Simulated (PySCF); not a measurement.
## Two-component Hartree-Fock for Ba (barium, neutral)

Start: [Xe] 6s2. Calculated with PySCF 2.14 in x2c-TZVPPall-2c (11s11p9d2f1g, 112 functions): generalised Hartree-Fock with the X2C-1e Hamiltonian and a Gaussian nucleus; one run each with spin-orbit coupling (SO) switched off, then screened by Boettger's factors.

```csv
spinor shell,electrons,"ε, spin-free (eV)","ε, screened SO (eV)",weight of nominal j (screened SO),"rms radius, screened SO (bohr)"
1s1/2,2,-37624.7,-37620.2,1.000,0.0292
2s1/2,2,-6053.7,-6052.3,1.000,0.119
2p1/2,2,-5421.5,-5688.0,1.000,0.102
3s1/2,2,-1323.4,-1323.0,1.000,0.311
3p1/2,2,-1116.0,-1168.8,1.000,0.303
3p3/2,4,-1116.0,-1092.3,1.000,0.315
3d3/2,4,-814.96,-824.35,1.000,0.287
3d5/2,6,-814.96,-808.28,1.000,0.290
4s1/2,2,-279.03,-278.91,1.000,0.715
4p1/2,2,-209.32,-220.39,1.000,0.744
4p3/2,4,-209.32,-204.31,1.000,0.770
4d3/2,4,-104.89,-106.50,1.000,0.856
4d5/2,6,-104.89,-103.71,1.000,0.867
5s1/2,2,-43.634,-43.616,1.000,1.76
5p1/2,2,-24.452,-26.030,1.000,1.99
5p3/2,4,-24.452,-23.739,1.000,2.08
6s1/2,2,-4.440,-4.441,1.000,5.42
```

(1) Where does 2p3/2 lie, and what is the 2p spin-orbit splitting (screened SO)?

| quantity | spin-free | screened SO |
| --- | --- | --- |
| E (hartree) | -8130.19616 | -8133.26404 |
| M_J | 0 | 0 |
| ⟨J²⟩ | 0.000 | 0.000 |
| ⟨L²⟩ | 0.000 | 0.036 |
| ⟨S²⟩ | 0.000 | 0.036 |

Breit and QED terms are absent; they matter most for the inner s and p1/2 levels.

Densities and radii are taken from the X2C orbitals without a picture-change correction, which distorts them close to the nucleus.

Without spin-orbit coupling the j labels of p, d and f shells carry no meaning; the spin-free column gives the mean over the occupied spinors of each nl shell.

Answers

(1) At -5303.0 eV, 385.04 eV above 2p1/2.
